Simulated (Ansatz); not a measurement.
Species: C11H10O, SMILES `COc1ccc2cccc-2cc1` (C–O–C–C torsion 0°) (charge 0, multiplicity 1).

Question: Give a relaxed geometry from PBE0-D4/def2-SVP in Ansatz (a first-principles code).

Answer: This is not unique; one that fits is the end point of this relaxation, one of several conformers (outside a Z-matrix the atoms follow the SMILES, hydrogens last).
Z-matrix (Å, degrees):
```
C
C 1 1.3881
C 1 1.3958 2 130.38
H 3 1.0902 1 115.01 2 -180.00
H 1 1.0958 2 114.89 3 -180.00
C 3 1.4015 4 116.52 1 -180.00
O 6 1.3479 3 120.60 4 0.00
C 7 1.4007 6 121.18 3 0.00
H 8 1.0973 7 106.26 6 -180.00
H 8 1.1037 9 108.83 7 120.70
H 8 1.1037 9 108.83 10 118.60
C 2 1.4104 1 126.05 5 0.00
H 12 1.0901 2 125.15 1 0.00
C 12 1.3976 13 126.60 2 180.00
H 14 1.0912 12 125.25 13 0.00
C 14 1.4081 15 125.10 12 -180.00
H 16 1.0902 14 126.35 15 0.00
C 16 1.4003 17 125.24 14 180.00
C 18 1.3979 16 126.44 17 0.00
C 19 1.3829 18 129.84 16 180.00
H 20 1.0926 19 117.43 18 180.00
H 19 1.0955 20 115.11 21 0.00
```
